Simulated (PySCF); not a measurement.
C7H3F2N (charge +1 and doublet state).
Structure used (GFN2-xTB), in Å, numbered top down from 1:
```
atom  x, y, z in Å
C1     0.7569    1.8641   -0.2230
C2     0.0890    0.7033   -0.0903
C3     0.6396   -0.6512    0.1077
C4     2.0047   -0.9361    0.1897
N5     3.1309   -1.1533    0.2497
C6    -0.4023   -1.5701    0.1943
C7    -1.6190   -0.8726    0.0613
F8    -2.8013   -1.4041    0.0923
C9    -1.3466    0.5062   -0.1120
F10   -2.2172    1.4469   -0.2684
H11    1.8364    1.9021   -0.1964
H12    0.2323    2.7996   -0.3617
H13   -0.3077   -2.6343    0.3391
```

Identity: `[CH2+][C]1C(C#N)=CC(F)=C1F` [radical] (charge +1).

Method: UKS B3LYP, pcH-1 on C F H N, non-relativistic, mean-field spin-orbit, GIAO in PySCF 2.14.0. Geometry: GFN2-xTB, one conformer, isolated ion. The geometry wasn't refined by DFT: couplings that depend on bond lengths, twists or pyramidal angles can differ widely from those at the functional's own minimum, by a factor of two or more for some ions and for spin on atoms past the first row. No stability test was run, so a lower SCF solution isn't excluded.

Question: Give the principal g shifts and their parts.

Answer: 
| Δg (ppm) | 1 | 2 | 3 |
| --- | --- | --- | --- |
| relativistic mass correction | -215 | -215 | -215 |
| gauge correction | -4 | 49 | 38 |
| orbital Zeeman/spin–orbit | -4 | 2339 | 3423 |
| total | -223 | 2173 | 3245 |

So g = 2.00210, 2.00449, 2.00556 and g_iso = 2.00405; the tensor is rhombic: the two nearest values differ by 31 % of g3 − g1. Axes: g1 is normal to the molecular plane, g2 points within 7° of the C3–C4 bond and g3 points within 8° of the C7–C9 bond.

Question: What are the electron Larmor frequencies g μB B/h along the three axes at 1200 mT?

Answer: 33.6262, 33.6664, 33.6844 GHz for g1, g2 and g3, a range of 58.2 MHz.

Question: At 9.731 GHz, how far is the centre of the isotropic spectrum from where a free electron (g = 2.002319) resonates?

Answer: B = hν/(g μB) with μB/h = 13.99624 MHz/mT gives 347.23 mT for the free electron and 346.93 mT at g_iso, 0.30 mT lower.

Question: In a frozen sample, at which fields do the three g values resonate at 9.5, 34, 94 and 263 GHz (hyperfine left aside), and which band first spreads them over more than twice a line width of 0.3 mT?

Answer: 
```tsv
band	GHz	B(g3) mT	B(g2) mT	B(g1) mT	spread mT
X	9.5	338.44	338.62	339.02	0.59
Q	34.0	1211.24	1211.89	1213.34	2.10
W	94.0	3348.73	3350.52	3354.53	5.80
J	263.0	9369.31	9374.32	9385.54	16.23
```

The spread grows in proportion to the frequency. Q band is the first where it exceeds 0.6 mT.

The largest Mulliken spin populations are on C3 (+0.39), C9 (+0.37), N5 (+0.23) and C7 (+0.15).

The HOMO–LUMO gaps are 3.72 eV among the α and 3.14 eV among the β orbitals.

The SMILES draws the unpaired electron on C2; the largest computed Mulliken spin population is on C3 (0.39 against -0.06).
